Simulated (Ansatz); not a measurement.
`FC[SiH2]F` → `FCF` + `[SiH2]` at 700 K and 1 bar (silylene formation by 1,1-elimination).

Isolated molecules relaxed with PBE0-D4/def2-TZVP in Ansatz; ΔE leaves out vibrations. CCSD(T)/CBS adds triple-zeta CCSD(T) − MP2 to the extrapolated MP2 energy (def2 sets, frozen cores). This one scheme is used for every species. One conformer a species, not always the lowest.

| species | CCSD(T)/CBS energy (Eh) | H − E (kJ/mol) | S (J/(mol·K)) |
| --- | --- | --- | --- |
| `FC[SiH2]F` | -529.16787 | 190.0 | 398.0 |
| `FCF` | -238.82660 | 120.2 | 293.9 |
| `[SiH2]` | -290.19011 | 56.3 | 240.4 |

H − E and S are ideal-gas, rigid-rotor, harmonic terms from PBE0-D4/def2-TZVP, for one conformer and one mirror image of each species. 1 Eh = 2625.50 kJ/mol, R = 8.31446 J/(mol·K).

Q: By hand: ΔE, ΔH, ΔS and ΔG.

A: ΔE = (-238.82660) + (-290.19011) − (-529.16787) = 0.15116 Eh = 396.9 kJ/mol. Δ(H − E) = 120.2 + 56.3 − 190.0 = -13.5, so ΔH = 383.4 kJ/mol. ΔS = 293.9 + 240.4 − 398.0 = 136.3 J/(mol·K). ΔG = 383.4 − 700 × (136.3)/1000 = 288.0 kJ/mol.

Q: By hand: the equilibrium constant, and the temperature at which ΔG would vanish if ΔH and ΔS stayed fixed.

A: log₁₀ K = −ΔG/(RT ln 10) = -21.5. ΔG = 0 at ΔH/ΔS = 2813 K, far beyond where these terms or the molecules hold.

The number of gas molecules changes by +1, which sets the sign of ΔS. A doubt of 5 kJ/mol in ΔE shifts log₁₀ K by 0.4 here. Other conformers and mirror images would add mixing entropy, several J/(mol·K) or more a flexible species. These are equilibria of isolated gas molecules and say nothing of rates. Largest T1 diagnostic: 0.014 (customary marks: 0.02 for closed shells, 0.045 for open ones).
